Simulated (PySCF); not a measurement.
O2Se, charge +1, multiplicity 2. Atoms are numbered in the order given.

```xyz
3

O      0.0000    -1.4158     0.5185
Se     0.0000     0.0000    -0.2440
O      0.0000     1.4158     0.5185
```
Charge +1, spin multiplicity 2.

Geometry optimised at r2SCAN-D4/def2-TZVP. The spin state was assumed, not searched.

Method: TDA-PBE/def2-SVPD (PySCF).

Vertical excitations. Isolated molecule, no solvent.

```csv
state,energy (eV),λ (nm),f,main pairs
root 1,1.10,1124,0.003,β HOMO→LUMO 93 %
root 2,1.29,962,0.000,β HOMO−1→LUMO 99 %
root 3,3.21,386,0.000,"α HOMO−2→LUMO 52 %, β HOMO−1→LUMO+1 46 %"
root 4,3.31,375,0.000,"α HOMO−1→LUMO 22 %, β HOMO→LUMO+1 77 %"
root 5,3.61,343,0.007,"α HOMO→LUMO 32 %, β HOMO−3→LUMO 67 %"
root 6,3.70,335,0.006,β HOMO−2→LUMO 98 %
root 7,3.70,335,0.000,"α HOMO→LUMO 67 %, β HOMO−3→LUMO 33 %"
root 8,3.92,316,0.000,"α HOMO−1→LUMO 77 %, β HOMO→LUMO+1 23 %"
root 9,3.99,311,0.002,"α HOMO−2→LUMO 6 %, β HOMO−4→LUMO 77 %, β HOMO−1→LUMO+1 17 %"
root 10,5.35,232,0.000,"α HOMO−3→LUMO 51 %, β HOMO−3→LUMO+1 48 %"
```
Unrestricted roots are not spin-pure.
